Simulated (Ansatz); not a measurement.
Z-matrix (Å, degrees):
```
C
C 1 1.474
H 1 1.092 2 112.9
H 1 1.093 2 109.9 3 121.9
H 1 1.093 2 109.7 3 -121.6
C 2 1.349 1 141.0 3 1.5
B 2 1.472 1 156.7 3 -178.7
H 6 1.082 2 138.8 1 -0.1
H 7 1.183 2 153.0 1 0.2
```

Total charge 0; spin multiplicity 1.

Question: List the PBE/def2-TZVPP orbital energies in eV (Ansatz). (An estimate is asked.)

Answer: The calculation gave: Occupied: -269.42, -269.18, -269.08, -176.40, -20.55, -17.93, -13.17, -11.72, -10.69, -10.50, -9.91, -7.75, -7.16, -6.38. Lowest empty: -0.99, -0.54, 0.52, 1.37, 1.92, 2.09, 2.35, 2.52.
